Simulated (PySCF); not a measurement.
Molfile (atoms numbered from 1):
```
C4H3BF2S
     RDKit          3D

 11 11  0  0  0  0  0  0  0  0999 V2000
   -2.7609    0.6854   -0.0795 F   0  0  0  0  0  0  0  0  0  0  0  0
   -1.8163   -0.2128   -0.3107 B   0  0  0  0  0  0  0  0  0  0  0  0
   -2.1856   -1.3294   -0.9170 F   0  0  0  0  0  0  0  0  0  0  0  0
   -0.3527    0.0310    0.1029 C   0  0  0  0  0  0  0  0  0  0  0  0
    0.7347   -0.8808   -0.0955 C   0  0  0  0  0  0  0  0  0  0  0  0
    1.9271   -0.3992    0.3667 C   0  0  0  0  0  0  0  0  0  0  0  0
    1.7493    1.1713    1.0491 S   0  0  0  0  0  0  0  0  0  0  0  0
    0.0750    1.1906    0.7196 C   0  0  0  0  0  0  0  0  0  0  0  0
    0.6241   -1.8590   -0.5656 H   0  0  0  0  0  0  0  0  0  0  0  0
    2.9048   -0.8793    0.3457 H   0  0  0  0  0  0  0  0  0  0  0  0
   -0.5292    2.0556    0.9930 H   0  0  0  0  0  0  0  0  0  0  0  0
  1  2  1  0
  2  3  1  0
  2  4  1  0
  4  5  1  0
  5  6  2  0
  6  7  1  0
  7  8  1  0
  8  4  2  0
  5  9  1  0
  6 10  1  0
  8 11  1  0
M  END
```

Geometry: PBE0-D3(BJ)/def2-SVP; GIAO absolute shieldings from PySCF 2.14, gas phase, non-relativistic, averaged over equivalent atoms.

At PBE0/pcSseg-1 (158 basis functions, 17 s wall time on 1 thread of an Intel Xeon Platinum 8488C, shared host):
```json
{"atoms": "F1/F3", "σ (ppm)": "262.9"}
{"atoms": "B2", "σ (ppm)": "78.0"}
{"atoms": "C8", "σ (ppm)": "33.2"}
{"atoms": "C5", "σ (ppm)": "46.3"}
{"atoms": "C6", "σ (ppm)": "50.4"}
{"atoms": "C4", "σ (ppm)": "53.0"}
{"atoms": "S7", "σ (ppm)": "240.0"}
{"atoms": "H11", "σ (ppm)": "23.20"}
{"atoms": "H9", "σ (ppm)": "23.64"}
{"atoms": "H10", "σ (ppm)": "24.03"}
```

Estimate the result of repeating the calculation with wB97X-D/pcSseg-2.

Results:


| atoms | σ at wB97X-D/pcSseg-2 | change |
| --- | --- | --- |
| F1/F3 | 276.5 | +13.6 |
| B2 | 78.1 | +0.1 |
| C8 | 24.9 | -8.3 |
| C5 | 40.4 | -5.9 |
| C6 | 43.9 | -6.5 |
| C4 | 46.4 | -6.6 |
| S7 | 220.5 | -19.5 |
| H11 | 22.90 | -0.30 |
| H9 | 23.57 | -0.07 |
| H10 | 23.82 | -0.21 |

The largest change is at S7 (aromatic ring sulfur). Cost: 337 basis functions, 74 s wall time on 1 thread of an Intel Xeon Platinum 8488C, shared host. The order of the carbon signals is the same at both levels.

A carbon bonded to boron is broadened by the quadrupolar boron nucleus and is often missing from a measured spectrum.
